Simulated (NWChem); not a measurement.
# C₂H₄F₂OSi; SMILES C[Si](F)(F)C=O

```xyz
10

C     -1.8012     0.5912     0.0000
Si     0.0433     0.4184     0.0000
F      0.7017     1.1239     1.2900
F      0.7017     1.1239    -1.2900
C      0.5966    -1.4202     0.0000
O     -0.2429    -2.3033     0.0000
H     -2.2322     0.1113    -0.8850
H     -2.0969     1.6456     0.0000
H     -2.2322     0.1113     0.8850
H      1.6811    -1.6881     0.0000
```
Atoms are numbered in this order, from 1.

Level: B3LYP/6-31G* (spherical d) (NWChem), optimised geometry, unscaled harmonic frequencies. 

```csv
frequency (cm⁻¹),IR intensity (km/mol)
33,10.4
113,0.6
131,9.4
181,0.0
239,1.1
276,11.8
290,43.3
401,20.8
628,4.2
778,4.9
797,1.7
837,104.0
863,2.5
913,177.2
985,175.5
1348,41.3
1411,26.2
1488,3.1
1488,6.3
1768,58.0
2856,141.2
3062,0.1
3141,2.5
3141,2.9
```

zero-point energy: 38.8 kcal/mol
thermal correction to the enthalpy at 298.15 K (with zero-point energy): 44.4 kcal/mol
heat capacity Cv: 25.1 cal/(mol K)
entropy at 298.15 K and 1 atm (symmetry number 1): 88.8 cal/(mol K)
dipole moment: 0.86 D

Rigid rotor and harmonic oscillator; modes under 100 cm⁻¹ make the entropy uncertain.
